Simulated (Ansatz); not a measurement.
The same germylene extrusion along the group C, Si, Ge.

Isolated molecules relaxed with PBE0-D4/def2-TZVP in Ansatz; ΔE leaves out vibrations. CCSD(T)/CBS is the MP2 limit (def2-TZVPP, def2-QZVPP) plus CCSD(T) − MP2 in def2-TZVPP, frozen cores. This one scheme is used for every species. Functionals use def2-TZVPP. For Ge outer-core shells are correlated without core-valence functions, which leaves a few kJ/mol of doubt a bond. Scalar relativity is left out up to krypton. Each species was taken in one conformer, which may not be the lowest.

```csv
reaction,ωB97X-V (kcal/mol),B2PLYP (kcal/mol),PBE0-D4 (kcal/mol),CCSD(T)/CBS(def2) (kcal/mol)
`COCF` → `[CH]F` + CH₃OH,90.9,89.0,94.4,88.0
`F[SiH2]O[SiH3]` → `F[SiH]` + `O[SiH3]`,81.3,78.8,79.8,80.0
`[F][GeH2][O][GeH3]` → `[F][GeH]` + `[OH][GeH3]`,42.3,38.8,40.4,40.9
```

Largest T1 diagnostic: 0.018, for `[CH]F`.
